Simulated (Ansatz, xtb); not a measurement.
# Ranking isomers of C6H7Br

3 gas-phase structures of C6H7Br, from a drawn sample of its isomers (lower ones may exist). Each was relaxed with GFN2-xTB:

A. `BrC1=CC=CCC1`, a singlet
B. `Br[C@@H]1C=CC=CC1`, a singlet
C. `BrC1=CCCC=C1`, a singlet

**Question.** Which do you expect lowest at r2SCAN-D4/def2-SVP, and how would the others follow?

**Answer.** Calculated order at r2SCAN-D4/def2-SVP: B (0.0), A (1.4), C (3.0) kcal/mol.

Energies above the lowest of each column, in kcal/mol; the last columns are at PBE-D3(BJ)/def2-SVP geometries:

```json
{"structure": "B", "GFN2-xTB": "1.9", "HF/STO-3G": "6.9", "r2SCAN-D4/def2-SVP": "0.0", "PBE-D3(BJ)/def2-SVP": "0.0", "CCSD(T)/def2-SVP + ΔMP2/def2-TZVPP": "0.0"}
{"structure": "A", "GFN2-xTB": "0.0", "HF/STO-3G": "0.0", "r2SCAN-D4/def2-SVP": "1.4", "PBE-D3(BJ)/def2-SVP": "1.1", "CCSD(T)/def2-SVP + ΔMP2/def2-TZVPP": "0.8"}
{"structure": "C", "GFN2-xTB": "1.0", "HF/STO-3G": "0.7", "r2SCAN-D4/def2-SVP": "3.0", "PBE-D3(BJ)/def2-SVP": "2.7", "CCSD(T)/def2-SVP + ΔMP2/def2-TZVPP": "1.9"}
```

CCSD(T)/def2-SVP + ΔMP2/def2-TZVPP has A and B within 1 kcal/mol of each other at the bottom, and every level picks one of them. Flexible structures stand in one conformer each, not always the lowest. ΔMP2 is the change of the MP2 energy from the smaller to the larger basis.

Programs: Ansatz 0.2.0, xtb 6.7.1.
